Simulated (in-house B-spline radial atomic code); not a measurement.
Settings and results of a run for Ag. Level of theory: scalar-relativistic (X2C) M06-L, spin-polarised, spherical fractional occupations, Fermi nucleus of rms radius 4.5454 fm; calculated with a B-spline radial code for spherical atoms.

Command:
```bash
python run_scf.py task.json out
```
Settings (nuclear radius in fm, mass in u):
```
Z                47
configuration    [Kr] 4d10 5s1
hamiltonian      x2c
method           m06l
spin_polarised   True
nucleus          fermi
rms_radius       4.5454
atomic_mass      106.90509
speed_of_light   137.035999084
```

Output (hartree, bohr):
```
 radial grid: 77 intervals, B-splines of order 8, outer radius 50 bohr

 iter        energy (Eh)    residual
    1       -5315.334458    1.74e-01
    2       -5315.362569    8.71e-03
    3       -5315.364723    4.86e-03
    4       -5315.365203    3.37e-03
    5       -5315.365329    2.42e-03
    6       -5315.365375    2.19e-03
    7       -5315.365400    2.03e-03
    8       -5315.365417    1.87e-03
    9       -5315.365428    1.73e-03
   10       -5315.365437    1.59e-03
   11       -5315.365444    1.45e-03
   12       -5315.365449    1.33e-03
   13       -5315.365453    1.22e-03
   14       -5315.365456    1.11e-03
   15       -5315.365459    1.01e-03
   56       -5315.365468    1.98e-06
   57       -5315.365468    5.95e-06
   58       -5315.365468    7.70e-06
   59       -5315.365468    2.95e-06
   60       -5315.365468    1.34e-06
   61       -5315.365468    9.41e-07
   62       -5315.365468    1.47e-06
   63       -5315.365468    1.19e-06
   64       -5315.365468    1.18e-06
   65       -5315.365468    8.75e-07
   66       -5315.365468    7.58e-07
   67       -5315.365468    2.71e-06
   68       -5315.365468    1.09e-06
   69       -5315.365468    5.12e-07
   70       -5315.365468    4.65e-07

 total energy                     -5315.36547
 kinetic                            5562.7422
 electron-nucleus                 -12893.1194
 Hartree                            2165.6883
 exchange-correlation               -150.6766

 orbital      occ     eigenvalue          <r>       <r^2>       <1/r>       r_max
 1s up      1.000      -930.8787     0.030565  0.00127383     51.4319     0.01953
 1s down    1.000      -930.8779     0.030565  0.00127383     51.4319     0.01953
 2s up      1.000      -137.7202     0.134294   0.0213356     11.6365      0.1137
 2s down    1.000      -137.7202     0.134294   0.0213355     11.6364      0.1137
 2p up      3.000      -123.4019     0.117443   0.0168601     10.8873     0.09102
 2p down    3.000      -123.4017     0.117444   0.0168601     10.8873     0.09102
 3s up      1.000       -25.5262     0.366679     0.15393     4.04535      0.3322
 3s down    1.000       -25.5261     0.366676    0.153926     4.04533      0.3322
 3p up      3.000       -20.7586     0.366314    0.155884     3.78125      0.3258
 3p down    3.000       -20.7584      0.36631    0.155879     3.78125      0.3258
 3d up      5.000       -13.2759     0.345587    0.142242     3.53031       0.275
 3d down    5.000       -13.2756     0.345581    0.142235     3.53034       0.275
 4s up      1.000        -3.5999     0.916436     0.95035     1.50913      0.8273
 4s down    1.000        -3.5982     0.916369    0.949988     1.50894      0.8273
 4p up      3.000        -2.2222      1.00345     1.15312     1.34684       0.882
 4p down    3.000        -2.2205      1.00271     1.15072     1.34727       0.882
 4d up      5.000        -0.2760      1.41712      2.5063    0.968384       1.037
 4d down    5.000        -0.2699      1.40066     2.43551    0.975952       1.036
 5s up      1.000        -0.1606      3.08223     10.9153    0.409566       2.555
```

Run time, properties included: 5.1 s on 1 thread of Arm Neoverse V1 (shared host).

States collapsed into the nucleus by a negative tau potential were left out of the aufbau.

One-electron X2C: radii and densities carry no picture-change correction, so inner-shell <1/r> comes out high (for 1s by about 2 % at Z = 33, 5 % at 54, 10 % at 75, 30 % at 118) and <r> low.
